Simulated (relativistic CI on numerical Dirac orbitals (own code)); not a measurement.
## Electric-dipole transitions in Lu LX

Method of calculation: Dirac-Coulomb-Breit CI, separate exchange-only KLI orbitals for each configuration, model QED (radiative potential, 1s self-energy scaled to tabulated hydrogen-like ionisation energies), unscaled Slater integrals (own radial code, finite nucleus).

CI space (outside the closed core [Ne]): 3s², 3s3p, 3p², 3s3d, 3d², 3p3d, 3p4s, 3d4s, 3s4s, 3s4p, 3s4d, 3s4f, 3s5s, 3s5p, 3s5d, 4s², 3s5f, 3s5g, 3s6s, 3s6p, 3s6d. Levels of other configurations are missing.

```tsv
λ vac (nm)	Lower	Upper	A (s⁻¹)	gf	Branching (%)
0.29749	3s3p ³P°1 [3]	3s5d ³D2 [65]	4.15e+13	2.75e-01	60.8
0.31842	3s3p ³P°2 [5]	3s5d ³D3 [66]	5.06e+13	5.38e-01	72.8
0.32131	3s3p ¹P°1 [6]	3s5d ¹D2 [67]	4.55e+13	3.52e-01	65.7
0.33407	3s3d ³D1 [9]	3s5f ³F°2 [68]	5.96e+13	4.99e-01	57.0
0.33505	3s3d ³D2 [10]	3s5f ³F°3 [69]	5.73e+13	6.76e-01	54.6
0.33977	3s3d ³D3 [11]	3s5f ³F°4 [70]	6.81e+13	1.06e+00	66.9
0.34117	3s3d ¹D2 [12]	3s5f ¹F°3 [71]	6.37e+13	7.78e-01	61.8
0.40081	3s² ¹S0 [1]	3s4p ¹P°1 [43]	3.77e+13	2.73e-01	75.1
0.40932	3s3p ³P°0 [2]	3s4d ³D1 [44]	5.01e+13	3.78e-01	54.2
0.41120	3s3p ³P°1 [3]	3s4d ³D2 [45]	7.28e+13	9.22e-01	79.3
0.41830	3s² ¹S0 [1]	3s4p ³P°1 [39]	3.16e+13	2.49e-01	70.8
0.45001	3s3p ³P°2 [5]	3s4d ³D3 [46]	9.56e+13	2.03e+00	99.8
0.45564	3s3p ¹P°1 [6]	3s4d ¹D2 [47]	8.53e+13	1.33e+00	90.1
0.47078	3p² ¹D2 [7]	3s4f ³F°3 [49]	1.97e+13	4.58e-01	9.9
0.47789	3s3d ³D1 [9]	3s4f ³F°2 [48]	1.68e+14	2.87e+00	83.9
0.47960	3s3d ³D2 [10]	3s4f ³F°3 [49]	1.61e+14	3.88e+00	80.3
0.48847	3s3d ³D3 [11]	3s4f ³F°4 [50]	1.95e+14	6.27e+00	99.8
0.49041	3s3d ¹D2 [12]	3s4f ¹F°3 [51]	1.78e+14	4.48e+00	90.9
0.50389	3s3p ³P°2 [5]	3s4s ³S1 [36]	3.25e+13	3.71e-01	61.4
0.99866	3s4p ³P°2 [42]	3s5d ³D3 [66]	1.78e+13	1.86e+00	25.6
1.0425	3s4d ³D1 [44]	3s5f ³F°2 [68]	2.84e+13	2.32e+00	27.2
1.0426	3s4d ³D2 [45]	3s5f ³F°3 [69]	3.07e+13	3.50e+00	29.2
1.0630	3s4d ¹D2 [47]	3s5f ¹F°3 [71]	3.20e+13	3.79e+00	31.0
1.0630	3s4d ³D3 [46]	3s5f ³F°4 [70]	3.36e+13	5.13e+00	33.0
1.0972	3s4f ³F°2 [48]	3s5g ³G3 [72]	5.20e+13	6.57e+00	90.9
1.0992	3s4f ³F°3 [49]	3s5g ³G4 [73]	5.25e+13	8.56e+00	92.0
1.1058	3s4f ³F°4 [50]	3s5g ³G5 [74]	5.60e+13	1.13e+01	98.9
1.1118	3s4f ¹F°3 [51]	3s5g ¹G4 [75]	5.35e+13	8.92e+00	95.1
1.8596	3s5p ³P°2 [62]	3s6d ³D3 [84]	5.09e+12	1.85e+00	10.9
2.4334	3p3d ³F°2 [13]	3d² ³F2 [27]	1.19e+12	5.27e-01	53.2
2.4606	3s3p ³P°1 [3]	3s3d ³D2 [10]	1.88e+12	8.53e-01	99.8
2.4853	3p² ³P0 [4]	3p3d ³D°1 [14]	1.52e+12	4.24e-01	95.4
2.4856	3p3d ³F°3 [16]	3d² ¹G4 [31]	8.83e+11	7.36e-01	78.1
2.5136	3p² ¹D2 [7]	3p3d ³D°2 [19]	1.01e+12	4.77e-01	42.2
2.5852	3s3p ³P°2 [5]	3p² ³P2 [17]	1.29e+12	6.47e-01	49.3
2.6084	3s3d ³D3 [11]	3p3d ³D°3 [25]	7.01e+11	5.01e-01	45.9
2.6265	3s3p ³P°0 [2]	3p² ³P1 [8]	8.65e+11	2.68e-01	62.9
2.6394	3s² ¹S0 [1]	3s3p ¹P°1 [6]	1.85e+12	5.79e-01	100.0
2.7261	3s3d ³D2 [10]	3p3d ³F°3 [21]	1.75e+12	1.37e+00	79.6
2.7851	3s3d ³D3 [11]	3p3d ³F°4 [23]	1.13e+12	1.18e+00	100.0
2.7954	3s3p ¹P°1 [6]	3p² ³P2 [17]	1.33e+12	7.79e-01	50.7
2.8189	3s3d ¹D2 [12]	3p3d ³P°2 [24]	9.68e+11	5.77e-01	65.7
4.5505	3s3p ³P°2 [5]	3s3d ³D3 [11]	2.14e+11	4.65e-01	100.0
4.6227	3p² ³P2 [17]	3p3d ³D°3 [25]	3.89e+11	8.72e-01	25.4
5.0741	3p3d ³D°3 [25]	3d² ³F4 [33]	2.56e+11	8.89e-01	69.1
```

Terms are leading LS components. Brackets give the number of a level in order of energy, since labels repeat. The list gives strong lines, with weight on those to low levels, without lines whose two gauges differ by over a factor of 2.5. Levels whose partners in the same complex of configurations lie outside the list can be far off, and so can their lines. Rates are taken at the computed energies, electric ones in the length gauge.

At this charge energies of transitions that change n are usually good to better than 1 %, and those within a shell (Δn = 0) to a few per cent.

Q: From the table, what is the radiative lifetime of 3s5d ³D3?

A: The listed rates from this level add up to about 6.84e+13 s⁻¹, 98 % of its decay; with all channels τ = 1.44e-14 s.

LS names give the leading component of a level, which can be under half, so a name can repeat, a term be missing and a line seem to break the LS rules.
